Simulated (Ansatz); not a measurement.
`N#C[SiH2]CF`. Charge 0, multiplicity 1. The geometry is a stationary point of PBE0-D4/def2-TZVP. It is one conformer, not always the lowest.

```xyz
9

N    -1.066   -2.419    1.328
C    -0.962   -1.459    0.700
Si   -0.731    0.086   -0.293
C     1.077    0.588   -0.062
F     1.317    1.749   -0.783
H    -1.036   -0.235   -1.703
H    -1.656    1.108    0.242
H     1.754   -0.194   -0.421
H     1.305    0.776    0.992
```

Problem. What is the dipole moment at B3LYP/def2-TZVPP? (An estimate is asked.)

Solution. Computed: 1.96 D, with components (0.50, 1.63, -0.97) D in this frame, pointing from negative to positive charge.

Problem. And with PBE, r2SCAN, ωB97M-V? (Best estimate.)

Solution. Computed: PBE 2.05 D, r2SCAN 2.02 D, ωB97M-V 1.94 D.

Problem. Give the Mulliken charges with B3LYP, ωB97M-V, PBE in def2-TZVPP. (Estimate.)

Solution. Ansatz gave: 
| atom | B3LYP | ωB97M-V | PBE |
| --- | --- | --- | --- |
| N1 | 0.00 | -0.02 | 0.04 |
| C2 | -0.26 | -0.24 | -0.26 |
| Si3 | 0.37 | 0.29 | 0.29 |
| C4 | -0.02 | -0.07 | -0.03 |
| F5 | -0.24 | -0.23 | -0.20 |
| H6 | -0.03 | 0.01 | -0.03 |
| H7 | -0.03 | 0.01 | -0.03 |
| H8 | 0.11 | 0.12 | 0.10 |
| H9 | 0.11 | 0.12 | 0.10 |

B3LYP here is the variant with VWN-RPA as its local correlation; programs differ in this.
